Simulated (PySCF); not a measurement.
**Si8F8: core ionisation energies**

Species: Si8F8 cubane, Si8F8.
Structure used (PBE0-D3(BJ)/def2-SVP), in Å, numbered top down from 1:
```xyz
16
Si8F8 angstrom
Si    -1.063    0.187    1.654
F     -2.034    0.894    2.751
Si    -0.935    1.700   -0.313
F     -1.984    2.918   -0.066
Si    -1.249   -0.005   -1.871
F     -2.140   -0.009   -3.224
Si    -1.419   -1.373    0.010
F     -2.110   -2.847    0.020
Si     1.043   -1.657    0.246
F      1.358   -3.235    0.485
Si     1.249   -0.002    1.876
F      2.142   -0.004    3.227
Si     1.313    1.465    0.065
F      2.606    2.354   -0.368
Si     1.044   -0.336   -1.627
F      2.144   -0.084   -2.799
```

Method: delta-SCF UKS SCAN, pcX-2 on the ionised atom, pcseg-1 elsewhere, spin-free X2C in PySCF 2.14.0. These are vertical core ionisation energies against the vacuum level, from separate self-consistent calculations with and without the core hole.

Q: List the computed XPS lines with their assignment.

A: 
```csv
atom(s),bonded to,level,binding energy (eV),2p1/2 (eV),count
Si1 (×6),F and 3 Si,Si 2p3/2,107.57,108.20,6
Si1 (×6),F and 3 Si,Si 1s,1847.45,–,6
F2 (×6),Si,F 1s,692.22,–,6
```

Q: Give the binding energy of Si 2p3/2 of Si1 (×6) in hartree and in kJ/mol.

A: 107.57 eV = 3.9531 Eh = 10379 kJ/mol.

Q: Which effective nuclear charge Zeff reproduces each element's mean 1s value in the hydrogen-like formula E = 13.606 eV × Zeff²?

A: F (Z = 9): mean 692.2 eV, Zeff = 7.13, Z − Zeff = 1.87; Si (Z = 14): mean 1847.5 eV, Zeff = 11.65, Z − Zeff = 2.35. Means run over the listed sites, weighted by atom count.

One atom of each set of topologically equivalent atoms was ionised and stands for the set; in this conformer not all members are related by symmetry, and their own values weren't computed. The list is incomplete; no value stands for F 1s of F6, F12, Si 1s of Si5, Si11 or Si 2p of Si5, Si11. 2p3/2 and 2p1/2 are the ΔSCF energy of one spin-free 2p hole plus the eigenvalues of a spin–orbit and ligand-field matrix of the shell. 2p1/2 minus 2p3/2 (ligand field included): Si 0.63 eV. One conformer (not necessarily the lowest) at the PBE0-D3(BJ)/def2-SVP geometry, without solvent, vibrations or thermal averaging.

Hardware: 2 threads of an Intel Xeon Platinum 8375C at 2.90 GHz, no GPU, shared host. Cost: 41 s wall, 97 s CPU, 1.6 GiB resident at most.
